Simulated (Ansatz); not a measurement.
NbF5⁺. Total charge 1; doublet. Geometry r2SCAN-D4/def2-SVP; atoms count from 1.

```xyz
6

Nb    0.220    0.038    0.044
F     1.335   -1.072   -0.834
F    -1.693    0.597    0.271
F    -1.249   -1.042   -0.709
F     0.741    1.650   -0.544
F     0.646   -0.172    1.772
```

In the def2 sets Nb takes a core potential; there is no spin–orbit coupling. In the charge 1 doublet, F3 and F4 lie 1.96 Å apart (atoms count from 1), so these atoms are partly bonded to each other.

(1) Estimate the Mulliken populations from the PBE0/def2-TZVP orbitals of Ansatz.

(2) Where does the spin sit?

(3) And the Mayer bond orders between heavy atoms (over 0.3)?

## Answers

(1) 
| atom | charge (e) | spin (α − β) | d electrons |
| --- | --- | --- | --- |
| Nb1 | 2.10 | -0.05 | 2.35 |
| F2 | -0.27 | 0.00 | – |
| F3 | -0.14 | 0.55 | – |
| F4 | -0.15 | 0.50 | – |
| F5 | -0.27 | 0.00 | – |
| F6 | -0.27 | 0.00 | – |
Mulliken values depend strongly on the basis.

(2) Summed by element: Nb -0.05, F 1.05, of 1 unpaired in all. Largest on single atoms: F3 0.55, F4 0.50, Nb1 -0.05.

(3) Nb1–F2 1.13 (1.80 Å); Nb1–F3 0.54 (2.01 Å); Nb1–F4 0.60 (1.97 Å); Nb1–F5 1.14 (1.79 Å); Nb1–F6 1.14 (1.79 Å); F3–F4 0.43 (1.96 Å).
